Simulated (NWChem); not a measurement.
Molecule: CaH2SO; SMILES [Ca]([SH])[OH]

```xyz
5

Ca     0.2663     0.5648     0.0002
O     -0.2791     2.4711    -0.0003
H     -0.6206     3.3657    -0.0006
S     -0.0659    -2.0285    -0.0002
H     -1.4175    -1.9736     0.0028
```
Atoms are numbered in this order, from 1.

Program: NWChem. Geometry: optimised at PBE0/def2-SVP. Ions are spin-unrestricted doublets at the neutral geometry; other ion states weren't tried. Functional: LC-ωPBE (HJS hole) with def2-SVP; rows give the range parameter ω in 1/bohr.

For range parameter (1/bohr) 0.80:

```
Item           Value
-------------  -----
−ε(HOMO) (eV)   9.46
```

Question: Estimate the same quantities for range parameter (1/bohr) 0.35.

Answer: 
- −ε(HOMO) (eV) = 8.42
